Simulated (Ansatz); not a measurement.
Cl$_{2}$Sn, charge -1, doublet, geometry from GFN2-xTB (such geometries of metal compounds can be far from the true shape) (a state made from the parent by changing its charge; the spin is typed, not shown lowest) (core potentials on Sn) (a gas-phase anion, which may not be bound at this level); R2SCAN/def2-QZVP (Ansatz, a program for electronic structure).

The Ansatz input:
Ansatz 0.2 input:
```yaml
crystal:
  periodic: [false, false, false]
  atoms:
    - {symbol: Sn, position_ang: [0.01076359, -0.01024665, 0.63912643]}
    - {symbol: Cl, position_ang: [1.23230621, 1.55893049, -0.93616015]}
    - {symbol: Cl, position_ang: [-1.26396382, -1.52879329, -0.94362347]}
basis:
  gaussian:
    orbitals: def2-QZVP.json
hamiltonian:
  xc: r2scan
total_charge: -1
magnetization: {spin_polarized: true, initial_magnetization: 1}
```
The basis file holds def2-QZVP in the JSON format of the Basis Set Exchange.

Q: Predict the main parts of the log of this Ansatz run.

A: 
```
Functional definition: r2SCAN
1065 factors; their error is unknown
mean field evaluation 1: about -30883.1787 eV, gradient 1.1e1 eV
mean field evaluation 2: about -30882.6072 eV, gradient 1.7e1 eV
mean field evaluation 4: about -30883.6833 eV, gradient 6.9e-1 eV
mean field evaluation 8: about -30883.6753 eV, gradient 2.2e-2 eV
mean field evaluation 16: about -30883.6753 eV, gradient 4.1e-5 eV
mean field -30883.67532708 eV, -1134.9541345632 hartree, gradient 4.1e-5 eV, S^2 0.757109; 0 other end points of the search recorded, 0 dependent functions left out
reference -30883.67534655 eV, -1134.9541352788 hartree; 29, 28 occupied and 193, 194 virtual orbitals, 1065 factors
Total energy: -30883.67534655 eV, -1134.9541352788 hartree
```
